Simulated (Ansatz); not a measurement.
The cluster Ag₄H₄⁺, relaxed as a doublet with UKS r2SCAN-D4/def2-SVP in Ansatz, starting from the GFN2-xTB geometry. Force threshold 0.02 eV/Å.

In the def2 sets Ag takes a core potential; there is no spin–orbit coupling. Another isomer (doublet) lies 0.17 eV lower at PBE0-D4/def2-TZVP; other spin states weren't run for this one.

Start:

Cartesian coordinates in Å:
```
Ag 0.4063 2.5073 0.0014
Ag -1.9790 1.2407 -0.9952
Ag 0.0687 -0.1572 0.0440
Ag 1.0405 -2.5329 0.6507
H -1.2744 -0.7874 0.4654
H 1.5367 0.1722 -0.2860
H -0.0310 -0.6665 -1.4096
H 0.2322 0.2239 1.5294
```

(1) Estimate the energy that the relaxation releases and the steps that it takes.

(2) Does the start keep its bonding and symmetry?

(3) Predict the relaxed structure.

Answers

(1) 290.0 kJ/mol, in 47 steps; 12 min on 4 threads of Intel Xeon on a shared host. The force fell under the threshold at step 18, but the optimiser went on and released 0.994 eV more. No frequencies were taken in this run, so the end may be a saddle point.

(2) Bonds lost: Ag1–Ag2, Ag3–Ag4, Ag3–H6, Ag3–H7 (atoms count from 1). Bonds formed: Ag1–H6, Ag1–H8, Ag2–H5, Ag2–H7, Ag4–H6, Ag4–H7 (atoms count from 1). Metal–metal contacts that move far: Ag1–Ag4 5.12 to 2.72 Å. Point group C2 at the start, C2v at the end, both within 0.05 Å.

(3) 
```tsv
atom	x (Å)	y (Å)	z (Å)
Ag1	1.499	0.761	0.611
Ag2	-1.911	-1.042	-0.823
Ag3	-1.218	1.169	0.593
Ag4	1.532	-1.559	-0.799
H5	-2.652	0.380	-0.029
H6	2.647	-0.415	0.007
H7	-0.173	-1.191	-0.743
H8	0.276	1.897	1.183
```
Bond lengths (bridged metal pairs left out): 8 × Ag–H 1.75 to 1.79 Å.
